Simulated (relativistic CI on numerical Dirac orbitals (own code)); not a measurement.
V⁴⁺: 3s photoemission

Computed with this model: Dirac-Coulomb-Breit CI, separate exchange-only KLI orbitals for each configuration, model QED (radiative potential, 1s self-energy scaled to tabulated hydrogen-like ionisation energies), valence Slater integrals scaled by 0.8, multiplet model of photoemission in the sudden approximation; configurations [Ar] 3d → [Ne] 3s 3p6 3d; 80 K; Lorentzian 2.1 eV and Gaussian 0.6 eV FWHM. Energies are those of the free ion, without screening or charge transfer. The energies are binding energies and can lie tens of eV above those of solids. Without intra-shell correlation the exchange splitting of an s hole comes out too large, often by half or more. S is read from ⟨S²⟩ = S(S + 1).

Computed curve for free ion, scaled to 100 at the maximum (points under 2 are left out and the grid is thinned):

(Energy (eV), Intensity): (130.8, 2.0), (131.2, 2.2), (131.4, 2.3), (131.8, 2.6), (132.0, 2.7), (132.4, 3.1), (132.6, 3.3), (133.0, 3.7), (133.2, 4.0), (133.6, 4.5), (133.8, 4.9), (134.2, 5.7), (134.4, 6.2), (134.8, 7.4), (135.0, 8.1), (135.4, 9.9), (135.6, 11.0), (136.0, 14.0), (136.2, 15.8), (136.6, 20.9), (137.0, 28.6), (137.2, 33.9), (137.6, 48.5), (137.8, 58.1), (138.2, 80.3), (138.4, 90.6), (138.8, 100.0), (139.0, 96.9), (139.4, 79.1), (139.6, 68.3), (140.0, 49.8), (140.2, 42.9), (140.6, 33.9), (140.8, 31.3), (141.2, 29.2), (141.4, 29.6), (141.8, 32.9), (142.0, 35.3), (142.4, 38.8), (142.6, 38.6), (143.0, 33.7), (143.4, 25.7), (143.6, 21.9), (144.0, 16.0), (144.2, 13.7), (144.6, 10.4), (144.8, 9.2), (145.2, 7.3), (145.4, 6.6), (145.8, 5.5), (146.0, 5.0), (146.4, 4.3), (146.6, 3.9), (147.0, 3.4), (147.2, 3.2), (147.6, 2.8), (147.8, 2.7), (148.2, 2.4), (148.4, 2.3), (148.8, 2.0)

The ground state has S = 0.50, and the centroid lies at 139.70 eV.
